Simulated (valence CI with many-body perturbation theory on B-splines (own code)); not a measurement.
# E1 transitions of Ge¹⁹⁺

Level of theory: configuration interaction combined with many-body perturbation theory (CI+MBPT): three valence electrons over a frozen Dirac-Fock core [Ne], radial functions for each j: 11 s, 11 p, 9 d, 7 f, 5 g, 2 h, 1 i, with the one-electron correlation potential Σ1 (screened to all orders), the two-electron term Σ2, the three-electron term Σ3, Breit, model QED; selected single and double excitations, second order for the rest (own B-spline code, finite nucleus).

No measured spectrum was set against this ion. As an estimate, levels of excited configurations hold to 0.05 to 0.15 % of their energy, terms of the ground configuration to about 0.5 %.

Lines 51 to 100 of 274 in falling wavelength, among levels below 1621400 cm⁻¹, chosen from the strongest by gf and those to the six lowest levels. Wavelengths and rates use the calculated energies, so an error of 400 cm⁻¹ moves a line at 225.2 Å by 0.09 % and its rate by three times that or more. Electric multipoles are in the length gauge, E1 and E2 with the static RPA response of the core. Weak lines are less certain than strong ones. Lines between different terms over intervals too small for the method are left out, as are lines whose strength nearly cancels. Where a level lies close to another of its J and parity, the split of strength between their lines is uncertain. The highest levels of a list are the least certain.

Names give the largest LS component (configuration and term), which can be under half, so a name can repeat, a term be missing and a line seem to break the LS rules; names also repeat where a configuration has a term twice. Letters in brackets count levels of one name in rising energy.

```tsv
λ vac (Å)	Upper	Lower	A (s⁻¹)	S (a.u.) with core polarisation	S without
225.2	3p²3d ⁴F_7/2	3s3p3d ⁴F°_9/2	7.06e+09	3.18e-01	3.29e-01
222.2	3p²3d ⁴F_5/2	3s3p3d ⁴F°_7/2	8.31e+09	2.70e-01	2.79e-01
222.1	3p²3d ⁴D_7/2	3s3p3d ⁴D°_7/2	3.88e+09	1.68e-01	1.73e-01
221.6	3p²3d ⁴F_3/2	3s3p3d ⁴F°_5/2	7.69e+09	1.65e-01	1.70e-01
220.3	3s3p² ²D_3/2	3s²3p ²P°_1/2	5.83e+09	1.23e-01	1.27e-01
218.0	3p²3d ²F_7/2 [a]	3s3p3d ⁴F°_7/2	2.31e+09	9.45e-02	9.75e-02
217.4	3p²3d ⁴F_9/2	3s3p3d ⁴F°_9/2	1.51e+10	7.64e-01	7.89e-01
216.1	3p²3d ⁴F_3/2	3s3p3d ⁴F°_3/2	1.03e+10	2.04e-01	2.11e-01
215.7	3p²3d ⁴P_5/2	3s3p3d ⁴D°_7/2	1.02e+10	3.02e-01	3.12e-01
215.4	3p³ ²D°_3/2	3s3p² ⁴P_5/2	6.28e+09	1.24e-01	1.28e-01
213.9	3p²3d ⁴F_5/2	3s3p3d ⁴F°_5/2	7.99e+09	2.32e-01	2.39e-01
212.9	3p²3d ⁴P_3/2 [a]	3s3p3d ⁴D°_5/2	9.63e+09	1.83e-01	1.89e-01
212.2	3p²3d ⁴F_7/2	3s3p3d ⁴F°_7/2	8.27e+09	3.12e-01	3.22e-01
211.8	3p²3d ²G_9/2	3s3p3d ⁴D°_7/2	1.45e+09	6.79e-02	7.01e-02
210.8	3s3p3d ⁴F°_3/2	3s3p² ²D_3/2	6.30e+08	1.17e-02	1.20e-02
210.2	3s3p3d ²P°_3/2 [a]	3s²3d ²D_3/2	3.25e+09	5.95e-02	6.14e-02
210.0	3s3p² ²P_1/2	3s²3p ²P°_3/2	1.23e+08	1.13e-03	1.17e-03
208.8	3p²3d ⁴F_5/2	3s3p3d ⁴F°_3/2	3.17e+09	8.55e-02	8.82e-02
208.4	3p²3d ²D_5/2 [a]	3s3p3d ²D°_5/2 [a]	3.61e+09	9.69e-02	1.00e-01
207.7	3p²3d ⁴P_3/2 [b]	3s3p3d ²D°_3/2 [a]	3.93e+09	6.97e-02	7.19e-02
207.7	3p²3d ²D_5/2 [a]	3s3p3d ²D°_3/2 [a]	3.08e+09	8.18e-02	8.43e-02
206.5	3p²3d ²D_3/2	3s3p3d ²F°_5/2 [a]	8.72e+09	1.52e-01	1.56e-01
206.3	3p²3d ⁴P_1/2	3s3p3d ⁴P°_3/2	1.50e+10	1.30e-01	1.34e-01
206.2	3p²3d ⁴P_1/2	3s3p3d ⁴P°_1/2	7.31e+09	6.33e-02	6.54e-02
206.1	3p³ ²D°_5/2	3s3p² ⁴P_5/2	6.78e+08	1.76e-02	1.81e-02
205.8	3s3p3d ⁴F°_5/2	3s3p² ²D_3/2	2.92e+07	7.54e-04	7.85e-04
205.2	3p²3d ⁴F_9/2	3s3p3d ⁴F°_7/2	4.39e+09	1.88e-01	1.94e-01
205.2	3p²3d ⁴D_7/2	3s3p3d ⁴P°_5/2	2.99e+09	1.02e-01	1.05e-01
204.9	3p³ ²D°_3/2	3s3p² ⁴P_3/2	2.34e+09	3.98e-02	4.11e-02
204.6	3p²3d ⁴F_7/2	3s3p3d ⁴F°_5/2	3.73e+09	1.26e-01	1.30e-01
203.7	3p²3d ²G_7/2	3s3p3d ⁴P°_5/2	2.01e+09	6.71e-02	6.92e-02
202.8	3p²3d ²F_7/2 [b]	3s3p3d ²F°_7/2 [a]	1.67e+10	5.51e-01	5.68e-01
202.4	3p³ ⁴S°_3/2	3s3p² ⁴P_5/2	1.92e+10	3.14e-01	3.24e-01
202.0	3s3p3d ²F°_7/2 [b]	3s²3d ²D_5/2	3.89e+10	1.27e+00	1.30e+00
201.8	3p²3d ²D_5/2 [b]	3s3p3d ²F°_7/2 [a]	2.13e+10	5.19e-01	5.35e-01
201.7	3p²3d ⁴P_3/2 [b]	3s3p3d ⁴P°_3/2	3.79e+09	6.15e-02	6.34e-02
201.5	3p²3d ⁴P_5/2	3s3p3d ⁴D°_3/2	3.94e+09	9.54e-02	9.85e-02
201.0	3p²3d ⁴P_3/2 [b]	3s3p3d ⁴D°_5/2	7.74e+09	1.24e-01	1.28e-01
201.0	3p²3d ²D_5/2 [a]	3s3p3d ⁴D°_5/2	4.38e+09	1.05e-01	1.09e-01
200.6	3p²3d ⁴D_5/2	3s3p3d ⁴F°_7/2	1.00e+10	2.39e-01	2.47e-01
200.5	3p²3d ²D_5/2 [a]	3s3p3d ⁴D°_7/2	8.82e+09	2.11e-01	2.17e-01
200.5	3p²3d ⁴D_7/2	3s3p3d ⁴F°_9/2	7.44e+09	2.37e-01	2.44e-01
200.1	3p³ ²P°_1/2	3s3p² ²D_3/2	2.23e+10	1.76e-01	1.82e-01
200.0	3p²3d ²P_3/2 [a]	3s3p3d ⁴F°_3/2	5.71e+09	9.02e-02	9.31e-02
199.7	3p²3d ⁴P_5/2	3s3p3d ⁴P°_5/2	9.67e+09	2.28e-01	2.35e-01
199.1	3p²3d ²G_7/2	3s3p3d ⁴F°_9/2	3.02e+09	9.40e-02	9.70e-02
198.6	3p²3d ⁴P_3/2 [a]	3s3p3d ⁴D°_3/2	5.44e+09	8.41e-02	8.68e-02
197.5	3p³ ²P°_3/2	3s3p² ²D_5/2	1.57e+10	2.39e-01	2.46e-01
197.3	3p²3d ²D_3/2	3s3p3d ²D°_5/2 [a]	1.08e+10	1.63e-01	1.68e-01
197.1	3p²3d ⁴D_1/2	3s3p3d ⁴F°_3/2	1.89e+10	1.43e-01	1.48e-01
```
